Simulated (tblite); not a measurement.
Calculated harmonic vibrations of the isolated species, GFN2-xTB (tblite), most abundant isotopes, no scaling. Against measured fundamentals such values can be off by several per cent, at times by over 20. Modes of hydrogen on silicon can be 10 to 20 % off. One conformer each. Open shells enter through the occupations alone, without spin polarisation, and single modes of such species can be off by tens of per cent. Thermal functions are those of the rigid rotor and harmonic oscillator, without mixing of conformers.

Question: Order these by their heat capacity Cp at 298.15 K, highest first (J/(mol K)).
A. `C(C[CH2])CC` [radical]
B. `CC1=C[C@@]2([NH2+])C[C@H]2C1` [radical]
C. `C[N+](C)(C)/C=C/C=C/F`
D. `[CH]1CC/C([C@H](C)[CH+]1)=N\[H]` [radical]
E. `CN(C)[Si@@H]([O])O[SiH3]` [radical]

Answer: C (173.6), E (170.7), B (148.5), D (142.2), A (114.3).

```
                      SMILES  atoms  mass (u)  symmetry number  modes under 300 cm⁻¹  ZPE (kJ/mol)  S translation (J/(mol K))  S rotation  S vibration  S spin      S     Cp
       C[N+](C)(C)/C=C/C=C/F     22    130.10                1                     9         493.4                      169.6       124.7        126.0     0.0  420.3  173.6
    CN(C)[Si@@H]([O])O[SiH3]     17    136.03                1                     9         312.4                      170.1       121.7        162.6     5.8  460.1  170.7
CC1=C[C@@]2([NH2+])C[C@H]2C1     19    109.09                1                     5         420.5                      167.4       116.9         85.1     5.8  375.1  148.5
 [H]/N=C1\CC[CH][CH+][C@H]1C     19    109.09                1                     5         420.7                      167.4       117.2         80.7     5.8  371.0  142.2
                   [CH2]CCCC     16     71.09                1                     5         377.4                      162.0       108.5         77.5     5.8  353.8  114.3
```

Entropies and Cp are for 298.15 K and 1 bar.
